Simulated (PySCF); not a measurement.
## Relaxation of singlet IH₃

These are results of PBE0 in PySCF with I def2-TZVP with ECP28, H def2-TZVP; scalar-relativistic core potentials, no spin–orbit coupling; density-fitted integrals, not measurements. A (50,194) grid was used.

A hand-made T-shaped start, of C2v symmetry, held to at least that symmetry:

```xyz
4
charge 0 multiplicity 1, angstrom
I     0.0000    0.0000   -0.0137
H     0.0000    0.0000    1.6363
H     1.6490    0.0000    0.0439
H    -1.6490    0.0000    0.0439
```

(1) What forces act on the atoms at the start (eV/Å)?

(2) What does it relax to?

(3) How much energy is released, and in how many steps?

Answers

(1) 
```
atom     Fx    Fy     Fz
  I1   0.00  0.00  -1.90
  H2   0.00  0.00  -0.36
  H3   2.67  0.00   1.13
  H4  -2.67  0.00   1.13
```

(2) It ends at C2v with I–H 1.624 Å, I–H 1.829 Å (×2); H–I–H 81.3° (×2), H–I–H 162.6°. A frequency run shows a minimum. Other isomers or separated fragments may lie lower.

(3) 60.0 kJ/mol in 6 steps.
